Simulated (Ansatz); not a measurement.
Consider the redistribution: `[SbH2][I]` + `N[B]([SiH3])[GeH3]` → `N[B]([SiH3])[SbH2]` + `[GeH3][I]`.

Isolated molecules relaxed with PBE0-D4/def2-TZVP in Ansatz; ΔE leaves out vibrations. CCSD(T)/CBS adds triple-zeta CCSD(T) − MP2 to the extrapolated MP2 energy (def2 sets, frozen cores). Elements past krypton have def2 core potentials. For Ge, I, Sb outer-core shells are correlated without core-valence functions, which leaves a few kJ/mol of doubt a bond. Scalar relativity is left out up to krypton. Each species was taken in one conformer, which may not be the lowest.

| species | MP2/def2-TZVPP energy (Eh) |
| --- | --- |
| `[SbH2][I]` | -537.96097 |
| `N[B]([SiH3])[GeH3]` | -2448.86552 |
| `N[B]([SiH3])[SbH2]` | -612.26315 |
| `[GeH3][I]` | -2374.56911 |

Problem. Work out ΔE.

Solution. ΔE = (-612.26315) + (-2374.56911) − (-537.96097) − (-2448.86552) = -0.00577 Eh = -15.1 kJ/mol. CCSD(T)/CBS gives -2.7 kJ/mol.

Largest T1 diagnostic among the species: 0.014.

From PBE to PBE0 (25 % exact exchange), in def2-TZVPP and without D4, ΔE moves by −4.3 kJ/mol.
